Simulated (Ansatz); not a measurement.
Cost and result for the atomization energy of `[SeH][In]([SeH])[SeH]` (7 atoms, 6 bonds).

The species carries charge 0 and has multiplicity 1. Correlated methods include outer-core shells of In, Se, which these sets cover unevenly. Scalar relativity is left out up to krypton. In: def2 effective core potential. Geometry: relaxed with PBE0-D4/def2-TZVP. It is one conformer, not always the lowest. Program: Ansatz. Hardware: A = 2 threads of an AMD EPYC 7R13 on a shared host; B = 2 threads of an AMD EPYC 7R13 on a shared host and a share of an NVIDIA H100 80 GB. Times are those of one run each, without the atoms' runs, and a repeat can differ threefold. Electronic energies, without spin–orbit coupling; frozen cores. CCSD(T)/CBS adds CCSD(T) − MP2 in def2-TZVPP to the MP2 limit, and its time is that of the two runs behind it. T1 = 0.011. With those shells the extrapolation isn't a true limit. B3LYP takes the VWN-RPA correlation (the form of Gaussian; ORCA's B3LYP/G).

CCSD(T)/CBS is a level of theory with its own doubt, some kJ/mol a heavy atom from the limit and from the frozen cores, so smaller differences don't rank the functionals.

```csv
level,functions,wall time,atomization (kJ/mol),difference from CCSD(T)/CBS,per bond
CCSD(T)/def2-SVP [B],137,2.8 s,1564.4,-184.1,-30.7
PBE-D4/def2-TZVPP (with forces) [A],236,5.5 s,1729.8,-18.7,-3.1
CCSD(T)/def2-TZVPP [B],236,6 s,1673.1,-75.4,-12.6
MP2/def2-QZVPP [B],439,7.5 s,1723.8,-24.7,-4.1
PBE0-D4/def2-TZVPP [A],236,8.5 s,1703.9,-44.6,-7.4
BHLYP-D4/def2-TZVPP [A],236,9 s,1647.7,-100.8,-16.8
r2SCAN-D4/def2-TZVPP (with forces) [A],236,10 s,1731.6,-16.9,-2.8
CAM-B3LYP-D4/def2-TZVPP [A],236,11 s,1681.8,-66.7,-11.1
r2SCANh-D4/def2-TZVPP [A],236,12 s,1717.4,-31.1,-5.2
B3LYP-D4/def2-TZVPP (with forces) [A],236,12 s,1685.9,-62.6,-10.4
B2PLYP/def2-TZVPP [A],236,13 s,1664.1,-84.4,-14.1
PBE-QIDH/def2-TZVPP [A],236,14 s,1697.2,-51.3,-8.6
CCSD(T)/CBS(def2),–,14 s,1748.5,0.0,0.0
```

At CCSD(T), def2-SVP lies −184.1 kJ/mol from the extrapolated value and def2-TZVPP −75.5 kJ/mol: correlation converges slowly with the basis, and small sets miss more of it in the bonded molecule than in its fragments. In def2-TZVPP, CCSD(T) changes the Hartree–Fock value by +543.7 kJ/mol (the triples alone add +42.5 kJ/mol) and MP2 by +551.6 kJ/mol; breaking electron pairs costs correlation energy, which Hartree–Fock lacks. Leaving LDA and LC-ωPBE aside and taking each functional with its dispersion term where it has one, the values spread over 83.9 kJ/mol, from BHLYP-D4 to r2SCAN-D4. LDA lies +304.6 kJ/mol from PBE without D4, its usual overbinding.

Spin–orbit coupling would lower the free In atoms strongly, and the atomization energy with them, by more than many differences here. For some Ge, Se and Sn compounds the MP2-based and the directly extrapolated limit differ by 10 to 25 kJ/mol.
